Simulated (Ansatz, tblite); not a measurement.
Forces on closo-2-SB4 (no H on S) (B4H4S) at its PBE-D4/def2-SVP geometry. Charge 0, multiplicity 1.

The xTB rows come from tblite.

GFN1-xTB (tblite), largest force 1.77 eV/Å:

```xyz
9
positions Å, forces eV/Å
S     1.341    0.127    0.578    0.602    0.057    0.260
B    -0.044   -0.649   -0.691    0.220   -1.135   -1.338
B     0.400    0.946   -0.894   -0.094   -0.192   -0.031
B    -0.225   -0.929    0.969   -0.116    0.172   -0.061
B    -0.631    0.585    0.401   -0.998    1.061    1.004
H     0.011   -1.542   -1.500   -0.024    0.643    0.575
H     0.802    1.816   -1.614   -0.219   -0.572    0.509
H    -0.335   -1.772    1.815    0.129    0.563   -0.548
H    -1.319    1.418    0.936    0.501   -0.599   -0.369
```

GFN2-xTB (tblite), largest force 0.93 eV/Å:

```
S -0.677 -0.064 -0.292
B 0.227 -0.385 -0.473
B -0.156 -0.573 0.476
B 0.148 0.572 -0.480
B -0.249 0.383 0.464
H 0.061 0.670 0.637
H -0.176 -0.649 0.607
H 0.216 0.653 -0.590
H 0.607 -0.607 -0.348
```

PBE-D4/def2-TZVP (Ansatz), largest force 0.41 eV/Å:

```
S -0.376 -0.036 -0.162
B 0.114 -0.053 -0.038
B 0.117 0.056 -0.019
B 0.075 -0.037 0.101
B 0.041 0.068 0.104
H -0.032 0.252 0.219
H -0.135 -0.263 0.211
H 0.020 0.252 -0.261
H 0.176 -0.238 -0.157
```
